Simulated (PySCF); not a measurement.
BGeH6NO2, SMILES OB(O)[NH][GeH3].

Geometry: PBE0-D3(BJ)/def2-SVP. The structure was generated by enumeration, and PubChem lists no compound with its InChIKey, so it may never have been made. Other conformers were not sampled.

Two levels are set side by side: PBE/def2-TZVP (PySCF) and B3LYP/def2-TZVP (PySCF). Same geometry, gas phase. Differences are taken from unrounded values.

| quantity | B3LYP |
|---|---|
| orbital gap (eV) | 7.14 |
| highest occupied level (eV) | -7.22 |
| lowest empty level (eV) | -0.07 |
| dipole moment (D) | 1.86 |
| mean polarisability (bohr³) | 58.2 |

Q: What does PBE give, and how far is it from B3LYP? (Estimate from the structure and the level; the computed values follow.)

A: 
```tsv
quantity	PBE	PBE minus B3LYP
orbital gap (eV)	5.47	-1.67
highest occupied level (eV)	-6.05	1.17
lowest empty level (eV)	-0.57	-0.50
dipole moment (D)	1.83	-0.03
mean polarisability (bohr³)	60.6	2.4
```

Without exact exchange PBE keeps part of each electron's self-repulsion, which lifts occupied levels and narrows the gap. PBE's more diffuse valence density responds more strongly to a field. Differences between two approximate levels are no errors against the true value.

Rough cost on one machine, each run with all the roots and properties that it gave: B3LYP against PBE within a factor of 2.
